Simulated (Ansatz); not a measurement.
Stepwise reaction of `O[SiH2]O[SiH2]O` with water, as a gas-phase model of exchange steps in deposition or etching. ΔE in kJ/mol.

Program: Ansatz. Geometries: PBE0-D4/def2-TZVP. ΔE: electronic, gas phase. CBS: MP2 limit from def2 TZ/QZ plus the TZ coupled-cluster correction, frozen cores. This one scheme is used for every species. DFT in def2-TZVPP. B3LYP here is the variant with VWN-RPA as its local correlation; programs differ in this. Each species was taken in one conformer, which may not be the lowest.

| step | reaction | PBE-D4 | B3LYP-D4 | ωB97M-V | CCSD(T)/CBS |
| --- | --- | --- | --- | --- | --- |
| 1 | `O[SiH2]O[SiH2]O` + H₂O → `O[SiH2]O[SiH](O)O` + H₂ | -98.6 | -104.7 | -106.1 | -103.4 |
| 2 | `O[SiH2]O[SiH](O)O` + H₂O → `O[SiH2]O[Si](O)(O)O` + H₂ | -95.6 | -102.8 | -104.4 | -100.2 |

By hand: ΔE of the 2 steps together at CCSD(T)/CBS.

(-103.4) + (-100.2) = -203.6 kJ/mol, or -101.8 kJ/mol a step.

In ΔE the steps differ by no more than 3.2 kJ/mol. All are downhill at CCSD(T)/CBS. PBE-D4 differs from CCSD(T)/CBS by 4.6 to 4.8 kJ/mol a step. Only this route is followed, and other bonds may react first. Isolated molecules leave out the surface, adducts and barriers. Largest T1 diagnostic: 0.012.
